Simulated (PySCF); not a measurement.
Core-level binding energies of `[SiH3]O[SiH-]Cl`

ClH₄OSi₂ (charge -1).
Numbering: `[SiH3:1][O:2][SiH-:3][Cl:4]`

Method used: delta-SCF UKS SCAN, pcX-2 on the ionised atom, pcseg-1 elsewhere, spin-free X2C (PySCF). Binding energies are ΔSCF values: E(core-ionised, relaxed orbitals) − E(ground state) at a fixed geometry, referred to the vacuum level.

**Question.** Give the core binding energies atom by atom.

**Answer.** 
```
atom(s)    bonded to     level  binding energy (eV)  2p1/2 (eV)  above the level's lowest (eV)  count
    Si3  O, Cl and H  Si 2p3/2               101.74      102.37                           0.00      1
    Si1    O and 3 H  Si 2p3/2               102.98      103.60                          +1.24      1
    Cl4           Si  Cl 2p3/2               199.85      201.50                           0.00      1
     O2         2 Si      O 1s               532.69           –                           0.00      1
    Si3  O, Cl and H     Si 1s              1841.79           –                           0.00      1
    Si1    O and 3 H     Si 1s              1842.90           –                          +1.11      1
    Cl4           Si     Cl 1s              2822.43           –                           0.00      1
```

Lowest listed Si 1s: Si3, bonded to O, Cl and H. Highest, 1.11 eV above it: Si1, bonded to O and 3 H. Summing the Pauling electronegativity differences to the bonded atoms, each weighted by its formal bond order, gives +3.10 for the lowest site and +2.44 for the highest; the largest sum, +3.10, belongs to Si3, 1.11 eV below the top. The smallest sum, +2.44, belongs to Si1, 1.11 eV above the lowest.

The listed Si 2p3/2 values span 1.24 eV, from Si3 (bonded to O, Cl and H) to Si1 (bonded to O and 3 H). Summing the Pauling electronegativity differences to the bonded atoms, each weighted by its formal bond order, gives +3.10 for the lowest site and +2.44 for the highest; the largest sum, +3.10, belongs to Si3, 1.24 eV below the top. The smallest sum, +2.44, belongs to Si1, 1.24 eV above the lowest.

**Question.** Which effective nuclear charge Zeff reproduces each element's mean 1s value in the hydrogen-like formula E = 13.606 eV × Zeff²?

**Answer.** O (Z = 8): mean 532.7 eV, Zeff = 6.26, Z − Zeff = 1.74; Si (Z = 14): mean 1842.3 eV, Zeff = 11.64, Z − Zeff = 2.36; Cl (Z = 17): mean 2822.4 eV, Zeff = 14.40, Z − Zeff = 2.60. Means run over the listed sites, weighted by atom count.

2p3/2 and 2p1/2 are the ΔSCF energy of one spin-free 2p hole plus the eigenvalues of a spin–orbit and ligand-field matrix of the shell. 2p1/2 minus 2p3/2 (ligand field included): Si 0.63 eV (mean over sites), Cl 1.65 eV. The species carries charge -1, so core ionisation leaves a neutral species. The basis sets have no added diffuse functions. One conformer (not necessarily the lowest) at the PBE0-D3(BJ)/def2-SVP geometry, without solvent, vibrations or thermal averaging.

The values belong to the conformer `[SiH3:1][O:2][SiH-:3][Cl:4]`: Si1–O2–Si3–Cl4 32°.
